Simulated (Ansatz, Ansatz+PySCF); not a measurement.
```xyz
3

B    -0.0123    0.4656   -0.7354
B    -0.0230   -0.8685    0.0284
B     0.0212    0.4965    0.7844
```

Basis set: def2-SVP (spherical functions). Left uncorrelated: 3 orbitals. Correlation on ROHF uses semicanonical orbitals with singles. Charge 0, multiplicity 2.

Computed with Ansatz (development build ahead of 0.2.0); each method stands on the lowest determinant of its kind that the runs found.

**Question.** Give the atomization energy at this shape (free ground-state atoms in the same class of orbitals less the molecule, no zero-point energy) of doublet B3 by ROHF-MP2, UHF-MP2, ROHF-CCSD(T), ROHF, UHF.

**Answer.**

```
      method  atomization energy
    ROHF-MP2             8.73 eV
     UHF-MP2             7.74 eV
ROHF-CCSD(T)             8.19 eV
        ROHF             5.17 eV
         UHF             5.70 eV
```

Caution for ROHF-MP2, ROHF-CCSD(T), ROHF: an unrestricted determinant lies well below. Caution for UHF-MP2, UHF: the unrestricted determinant is a mixture of spin states.
